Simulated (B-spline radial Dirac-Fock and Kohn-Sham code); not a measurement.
**Elastic scattering of 5 keV electrons by atomic potassium**

These are calculated numbers from a radial atomic solver; the model is relativistic (Dirac) partial waves in the static field of the Dirac-Fock atom with Furness-McCarthy exchange, without polarisation or absorption potentials.

| θ (°) | dσ/dΩ (Å²/sr) | Sherman function |
| --- | --- | --- |
| 0 | 70.9 | 0.000 |
| 1 | 49.6 | 0.000 |
| 2 | 23.9 | 0.000 |
| 3 | 12.4 | 0.000 |
| 5 | 4.85 | 0.000 |
| 7 | 2.18 | 0.000 |
| 10 | 0.754 | 0.000 |
| 15 | 0.207 | 0.000 |
| 20 | 0.0836 | 0.001 |
| 25 | 0.0411 | 0.001 |
| 30 | 0.0230 | 0.001 |
| 40 | 0.00930 | 0.000 |
| 50 | 0.00468 | -0.003 |
| 60 | 0.00269 | -0.006 |
| 70 | 0.00170 | -0.010 |
| 80 | 0.00116 | -0.014 |
| 90 | 0.000839 | -0.018 |
| 100 | 0.000639 | -0.020 |
| 110 | 0.000510 | -0.022 |
| 120 | 0.000423 | -0.022 |
| 130 | 0.000363 | -0.020 |
| 140 | 0.000322 | -0.018 |
| 150 | 0.000294 | -0.014 |
| 160 | 0.000276 | -0.010 |
| 170 | 0.000266 | -0.005 |
| 180 | 0.000263 | 0.000 |

Q: What integrated cross sections go with this distribution?

A: The total elastic cross section is 0.601 Å², the first transport cross section 0.0170 Å² and the second, weighted with (3/2) sin²θ, 0.0363 Å². The mean deflection is ⟨1 − cos θ⟩ = 0.0284, and 0.48 % of the collisions scatter beyond 90°.
